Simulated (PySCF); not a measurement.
PySCF 2.14 output of an unrestricted MN15 calculation on a single atom or ion in pcseg-2 (6s5p3d1f, 43 functions), with the non-relativistic Hamiltonian (point nucleus):

```
SCF conv_tol = 1e-09
number electrons alpha = 17  beta = 15
    H. S. Yu, X. He, S. L. Li, and D. G. Truhlar.,  Chem. Sci. 7, 5032-5051 (2016)
    H. S. Yu, X. He, S. L. Li, and D. G. Truhlar.,  Chem. Sci. 7, 5032-5051 (2016)
cycle= 1 E= -2077.34535253528  delta_E= -0.0225  |g|=  0.2  |ddm|= 0.302
cycle= 2 E= -2077.34766679714  delta_E= -0.00231  |g|= 0.157  |ddm|= 0.176
cycle= 3 E= -2077.35230614384  delta_E= -0.00464  |g|= 0.00315  |ddm|= 0.0887
cycle= 4 E= -2077.35231023993  delta_E= -4.1e-06  |g|= 0.000472  |ddm|= 0.00437
cycle= 5 E= -2077.35231039236  delta_E= -1.52e-07  |g|= 3.45e-05  |ddm|= 0.000837
cycle= 6 E= -2077.35231039355  delta_E= -1.18e-09  |g|= 1.65e-06  |ddm|= 5.31e-05
cycle= 7 E= -2077.35231039354  delta_E= 1.36e-12  |g|= 1.23e-07  |ddm|= 6.77e-06
converged SCF energy = -2077.35231039354  <S^2> = 2.0030518  2S+1 = 3.0020339
```

The run itself started from symmetry-adapted Hartree-Fock orbitals and held the occupation by maximum overlap, on a logarithmic radial grid, so the iterations belong to that start.

Question: Which element, charge and spin multiplicity is this?

Answer: Ge (germanium, neutral), multiplicity 3; the state was [Ar] 3d10 4s2 4p2, high-spin 3P determinant.
